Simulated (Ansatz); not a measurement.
Two isomers of AlH8NOSi2: A = `O[SiH2]N[SiH2][AlH2]`, B = `N[Si](O)([AlH2])[SiH3]`.

Calculated with Ansatz (gas phase, PBE0-D4/def2-TZVP geometries, no zero-point term in ΔE). CCSD(T)/CBS is the MP2 limit (def2-TZVPP, def2-QZVPP) plus CCSD(T) − MP2 in def2-TZVPP, frozen cores. DFT in def2-TZVPP. B3LYP here is the variant with VWN-RPA as its local correlation; programs differ in this. Each species was taken in one conformer, which may not be the lowest.

(1) Which is lower in electronic energy at CCSD(T)/CBS, and by how much? (Estimate.)

(2) Give E(B) − E(A) in kJ/mol with CCSD(T)/def2-TZVPP, CCSD/def2-TZVPP, B2PLYP, MP2/def2-TZVPP, B3LYP-D4, HF/def2-TZVPP, PBE0-D4. (An estimate is asked.)

Largest T1 diagnostic: 0.013.

Results:

(1) The calculation gave: A, by 66.6 kJ/mol.

(2) Ansatz gave: CCSD(T)/def2-TZVPP 67.8, CCSD/def2-TZVPP 71.0, B2PLYP 68.3, MP2/def2-TZVPP 74.1, B3LYP-D4 61.2, HF/def2-TZVPP 87.4, PBE0-D4 51.2. None reverses the order clearly.

From PBE to PBE0 (25 % exact exchange), in def2-TZVPP and without D4, E(B) − E(A) moves by +9.3 kJ/mol. In def2-TZVPP, CCSD(T) changes the Hartree–Fock value by −19.6 kJ/mol (the triples alone add −3.3 kJ/mol) and MP2 by −13.3 kJ/mol.
